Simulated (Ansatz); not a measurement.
Basis-set extrapolation for `N[C](=O)[AlH2]` (PBE0-D4/def2-TZVP geometry, frozen core, Ansatz 0.2.0). Multiplicity 1, RHF reference.

```tsv
	def2-TZVPP	def2-QZVPP
HF	-411.494834	-411.509920
MP2 correlation	-0.675927	-0.726297
CCSD(T) correlation	-0.728447	not run
```

Energies in hartree. Use E(X) = E(∞) + A·exp(−7.88·√X) for Hartree–Fock and E(X) = E(∞) + B·X^(−2.97) for correlation, with X = 3 and 4, and add CCSD(T) minus MP2 of the smaller set to the MP2 limit.

Task: What is the CCSD(T) energy at the basis-set limit?

Result: HF limit: -411.509920 + (-0.015086) × 0.13774 = -411.51200. MP2 limit: -0.726297 + (-0.050370) × 0.74074 = -0.76361. Higher-order term: -0.728447 − (-0.675927) = -0.05252. Total: -412.32813 hartree, 65.8 kcal/mol below CCSD(T)/def2-TZVPP.
